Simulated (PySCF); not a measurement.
C₃H₁₁NSi₂.
Atom-mapped SMILES: `[CH2:1]1[CH2:2][NH:3][SiH2:4][SiH2:5][CH2:6]1` (hydrogens: H7, H8 on C1; H9, H10 on C2; H11 on N3; H12, H13 on Si4; H14, H15 on Si5; H16, H17 on C6)

Structure used (GFN2-xTB), in Å, numbered top down from 1:
```
atom  x, y, z in Å
C1    -1.3702    0.5294   -0.2099
C2    -1.1961   -0.9640    0.0853
N3    -0.0399   -1.5382   -0.5786
Si4    1.5909   -1.0926   -0.2431
Si5    1.4017    1.1812    0.0493
C6    -0.4177    1.4297    0.5758
H7    -1.2315    0.6874   -1.2818
H8    -2.4035    0.7955    0.0344
H9    -2.0865   -1.4886   -0.2752
H10   -1.1500   -1.1084    1.1759
H11   -0.2109   -2.4885   -0.8676
H12    2.3195   -1.5985   -1.4114
H13    2.1717   -1.7878    0.9294
H14    1.6235    1.9891   -1.1607
H15    2.2508    1.7800    1.0910
H16   -0.5354    1.2180    1.6412
H17   -0.7234    2.4682    0.4358
```

Method used: TDDFT wB97X-D/def2-SVPD, vertical, gas phase, core orbitals frozen in the response (PySCF 2.14.0, density-fitted response routines).

Transition dipole moments from the ground state, in atomic units and in the frame of the coordinates above (overall signs are arbitrary), for the states with f of 0.002 or more among the lowest 8:

| state | E (eV) | μx | μy | μz |
| --- | --- | --- | --- | --- |
| S2 | 6.253 | -0.195 | 0.097 | -0.092 |
| S3 | 6.766 | -0.415 | 0.079 | 0.155 |
| S4 | 7.023 | 0.403 | -0.032 | 0.001 |
| S5 | 7.048 | 0.124 | -0.382 | -0.128 |
| S6 | 7.374 | -0.061 | 0.192 | -0.241 |
| S7 | 7.489 | -0.060 | -0.264 | 0.300 |
| S8 | 7.585 | -0.213 | 0.264 | 0.148 |

Work out the oscillator strengths.

f = (2/3) ΔE |μ|² with ΔE in hartree (27.2114 eV).

| state | \|μ\|² (au) | \|μ\| (D) | f |
| --- | --- | --- | --- |
| S2 | 0.056 | 0.60 | 0.009 |
| S3 | 0.203 | 1.14 | 0.034 |
| S4 | 0.163 | 1.03 | 0.028 |
| S5 | 0.178 | 1.07 | 0.031 |
| S6 | 0.099 | 0.80 | 0.018 |
| S7 | 0.163 | 1.03 | 0.030 |
| S8 | 0.137 | 0.94 | 0.025 |

Which bond between heavy atoms lies closest to the direction of the S3 transition dipole?

Si5–C6, at 5° from it; next C2–N3 at 16°.

What angle do the transition dipoles of S6 and S7 make?

|cos θ| = |μa·μb| / (|μa| |μb|) = 0.94, so θ ≈ 20° (taken between 0 and 90°, since the signs are arbitrary).

How is the summed strength of these states shared among x, y and z?

(2/3) Σ ΔE μα² gives 0.075 for x, 0.060 for y and 0.039 for z, 0.174 in all.

What peak molar absorption coefficient would the strongest computed level give as a lone Gaussian band 0.5 eV wide at half height?

ε(max) = 2.175×10⁸ f / FWHM, with the width in cm⁻¹. S3: 2.175×10⁸ × 0.0336 / 4033 ≈ 1800 L mol⁻¹ cm⁻¹.

One conformer stands for the species.

Without π bonds the low states may be Rydberg-like; a valence basis with one diffuse set may place them up to an eV too high.
